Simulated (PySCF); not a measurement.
## Spinor energies of Ni (nickel, neutral)

Start: [Ar] 3d8 4s2; 3d3/2 filled at m_j = -3/2, -1/2, +1/2, +3/2; 3d5/2 filled at m_j = -1/2, +1/2, +3/2, +5/2. Calculated with PySCF 2.14 in x2c-SVPall-2c (5s5p3d1f, 42 functions): generalised Hartree-Fock with the X2C-1e Hamiltonian and a Gaussian nucleus; one run each with spin-orbit coupling (SO) switched off, then screened by Boettger's factors.

```
spinor shell  electrons  ε, spin-free (eV)  ε, screened SO (eV)  weight of nominal j (screened SO)  rms radius, screened SO (bohr)
       1s1/2          2            -8400.2              -8400.1                              1.000                          0.0625
       2s1/2          2            -1050.7              -1050.7                              1.000                           0.265
       2p1/2          2            -900.32              -912.74                              0.999                           0.236
       2p3/2          4            -900.32              -894.19                              0.999                           0.239
       3s1/2          2            -136.22              -136.21                              1.000                           0.796
       3p1/2          2            -89.971              -93.803                              0.806                           0.846
       3p3/2          4            -89.971              -88.053                              0.903                           0.852
       3d3/2          4            -18.902              -18.843                              0.687                            1.11
       3d5/2          4            -18.902              -18.967                              0.732                            1.11
       4s1/2          2             -7.649               -7.648                              1.000                            3.27
```

```tsv
quantity	spin-free	screened SO
E (hartree)	-1518.84153	-1518.87119
M_J	4	4
⟨J²⟩	20.010	20.010
⟨L²⟩	12.005	12.011
⟨S²⟩	2.005	2.005
```

Each row is a mean over spinors that exchange with the open shell spreads, by up to 10.678 eV (3p3/2).

Rows whose weight is well below 1 are mixtures of j = l ± 1/2: exchange outweighs spin-orbit coupling there, and the label is only the starting occupation.

Without spin-orbit coupling the j labels of p, d and f shells carry no meaning; the spin-free column gives the mean over the occupied spinors of each nl shell.
